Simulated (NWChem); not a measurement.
CH$_{4}$N$_{2}$S anion, doublet; SMILES of the neutral closed-shell parent NC(N)=S

```xyz
8

N      1.1791    -1.0677    -0.0733
C     -0.0083    -0.3193     0.2221
N     -1.1614    -1.1359    -0.0071
S     -0.0035     1.4077    -0.0586
H      1.2782    -1.8720     0.5471
H      1.9928    -0.4680     0.0095
H     -1.1739    -1.4860    -0.9818
H     -1.9908    -0.5610     0.1099
```
Atoms are numbered in this order, from 1.

All runs: NWChem. Pople sets run with spherical d functions. Spin-unrestricted. The geometry was optimised at B3LYP/def2-SVPD, spin-unrestricted. Not confirmed as a minimum by frequencies. This spin state was assumed; another may lie lower. No stability test was run on the SCF state. The gas-phase anion has a positive highest level at the geometry level, so the gas reference is doubtful. B3LYP is NWChem's, with the RPA form of VWN correlation. Level: B3LYP/6-31+G* with SMD (1 M gas to 1 M solution), gas-phase geometry. Reactions with the solvent are ignored.

Task: Predict the results for solvent ethylene glycol. Quantities: solvation free energy (kcal/mol); cavity-dispersion-structure term (kcal/mol).

Result: 
| Item | Value |
|---|---|
| solvation free energy (kcal/mol) | -61.6 |
| cavity-dispersion-structure term (kcal/mol) | 1.8 |
